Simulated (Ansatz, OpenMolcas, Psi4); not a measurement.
**CH3In (SMILES C[In]): the vertical ionisation energy, rung by rung**

CH3In has 5 atoms, charge 0, and is taken as a singlet. As SMILES, `C[In]`. The shape is that of a PBE0-D4/def2-TZVP optimisation.

Quantity: the vertical ionisation energy (to the doublet cation), in eV. The values are calculated.

| level | kind | program | value (eV) | CPU time (all runs) |
| --- | --- | --- | --- | --- |
| M06-L/def2-SVPD (core potential) | meta-GGA | OpenMolcas | 7.43 | 81 s |
| r2SCAN/def2-SVPD (core potential) | meta-GGA | OpenMolcas | 7.44 | 77 s |
| BHLYP/def2-SVPD (core potential) | global hybrid | Ansatz | 7.38 | 14 s |
| PBE0/def2-SVPD (core potential) | global hybrid | OpenMolcas | 7.46 | 53 s |
| TPSSh/def2-SVPD (core potential) | hybrid meta-GGA | Psi4 | 7.39 | 2.7 min |
| DSD-PBEP86/def2-SVPD (core potential, density fitting for correlation) | double hybrid | Psi4 | 7.45 | 38 s |
| MP3/def2-SVPD (core potential) | perturbation theory | Psi4 | 7.38 | 27 s |
| CCSD/def2-SVPD (core potential) | coupled cluster or CI | Ansatz | 7.35 | 20 s |

Spin-orbit coupling, which can split open shells on such heavy atoms by tenths of an eV, is left out. The values span 7.35 to 7.46 eV. In the correlated wave-function rows the outer d shell of In is correlated, in sets not made for it. CPU times are rough (shared hosts, several kinds of processor): they show what a rung costs within a factor of a few.
